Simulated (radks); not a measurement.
The numbers below are computed, except where a source is named.
The manganese ion Mn+, [Ar] 3d5 4s1. Code: a radial shooting solver on a logarithmic mesh with Libxc functionals. Model: non-relativistic Kohn-Sham, PBE, spin-polarised, spherical densities, point nucleus. Every spin shell is full or empty, so the densities are truly spherical. Functionals are evaluated on that one density, not self-consistently. Rank these exchange functionals by their error against the exact value of the orbitals, and give that value: LDA, RPBE, PW86, AM05, SOGGA, APBE, SCAN, Tao-Mo, TASK.

Answer. Exact: -50.7862 hartree. From best to worst, with 100 (|E| - |E exact|)/|E exact| (equal figures are ties): RPBE +0.09, Tao-Mo -0.27, SCAN +0.40, PW86 +0.45, APBE +0.69, TASK -2.65, SOGGA -2.81, AM05 -5.77, LDA -6.44.
